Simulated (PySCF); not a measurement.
**[C₄H₂F₃O₃S]-, charge -1**

Geometry:
```json
{"atom": "O1", "x (Å)": "-3.365", "y (Å)": "-0.289", "z (Å)": "-2.103"}
{"atom": "S2", "x (Å)": "-1.993", "y (Å)": "0.025", "z (Å)": "-1.592"}
{"atom": "O3", "x (Å)": "-1.413", "y (Å)": "-1.079", "z (Å)": "-0.708"}
{"atom": "C4", "x (Å)": "1.256", "y (Å)": "-0.905", "z (Å)": "0.097"}
{"atom": "C5", "x (Å)": "2.412", "y (Å)": "-0.804", "z (Å)": "0.474"}
{"atom": "C6", "x (Å)": "3.740", "y (Å)": "-0.594", "z (Å)": "0.976"}
{"atom": "O7", "x (Å)": "4.718", "y (Å)": "-1.260", "z (Å)": "0.718"}
{"atom": "C8", "x (Å)": "-2.431", "y (Å)": "1.245", "z (Å)": "-0.197"}
{"atom": "F9", "x (Å)": "-2.937", "y (Å)": "2.390", "z (Å)": "-0.688"}
{"atom": "F10", "x (Å)": "-1.341", "y (Å)": "1.578", "z (Å)": "0.514"}
{"atom": "F11", "x (Å)": "-3.327", "y (Å)": "0.747", "z (Å)": "0.652"}
{"atom": "H12", "x (Å)": "0.188", "y (Å)": "-0.979", "z (Å)": "-0.255"}
{"atom": "H13", "x (Å)": "3.819", "y (Å)": "0.284", "z (Å)": "1.669"}
```

Total charge -1.

Theory: TDDFT CAM-B3LYP/aug-cc-pVDZ excited states, vertical, gas phase (PySCF). Geometry: PBE0-D3(BJ)/def2-SVP.

The bonding changed while the geometry was optimised; results refer to the coordinates, not to the name. For a gas-phase anion, states above the detachment energy (about 3.9 eV, taken as minus the energy of the highest occupied orbital) lie in the continuum and depend on the basis.

Give the one- and two-photon strengths of the lowest singlets.

δ for parallel linear polarisation; σ at the peak of a Lorentzian of half width 0.1 eV, single beam; Ω is circular over linear.
```csv
state,E (eV),f,photon λ (nm),δ (au),σ (GM),Ω,main
S1,4.02,0.001,617,10.2,0.06,0.87,"HOMO−6→LUMO 0.67, HOMO→LUMO 0.16"
S2,4.08,0.001,608,43.5,0.27,0.95,"HOMO→LUMO 0.78, HOMO−6→LUMO 0.12"
S3,4.42,0.000,561,2.54,0.02,0.99,HOMO−4→LUMO 0.88
S4,5.09,0.016,487,149,1.42,0.50,"HOMO→LUMO+2 0.33, HOMO→LUMO+1 0.27"
S5,5.20,0.008,477,12.6,0.12,1.48,"HOMO→LUMO+1 0.56, HOMO→LUMO+6 0.23"
S6,5.42,0.034,458,78.2,0.84,0.73,"HOMO−1→LUMO 0.73, HOMO−5→LUMO 0.11"
```

Among these, the strongest one-photon state is S6, the strongest two-photon state S4.
